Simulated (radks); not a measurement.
Coulomb parameter of the 4f shell of the cerium ion Ce+ in the model configuration [Xe] 4f1 5d2, as a second difference U = [E(n + 0.5) + E(n - 0.5) - 2 E(n)] / (0.5)^2 with all orbitals relaxed. "Bare": the charge of the atom changes with n. "Screened": the 5d shell takes up the change at fixed total charge, which measures U(4f,4f) + U(5d,5d) - 2 U(4f,5d). Calculated with a radial shooting solver on a logarithmic mesh with Libxc functionals: scalar-relativistic Kohn-Sham, PBE, spin-unpolarised, spherical densities, finite nucleus; Fermi nuclear charge, rms radius 4.8771 fm.

\begin{tabular}{lrr}
case & configuration & E - E(n) (eV) \\ \hline
start & [Xe] 4f1 5d2 & 0.000 \\
bare +0.5 & [Xe] 4f1.5 5d2 & -3.057 \\
bare -0.5 & [Xe] 4f0.5 5d2 & 6.398 \\
screened +0.5 & [Xe] 4f1.5 5d1.5 & -0.514 \\
screened -0.5 & [Xe] 4f0.5 5d2.5 & 1.592 \\
\end{tabular}

U(bare) = 13.364 eV, U(screened by 5d) = 4.313 eV, against the Slater integral F0(4f,4f) = 22.998 eV with frozen orbitals.
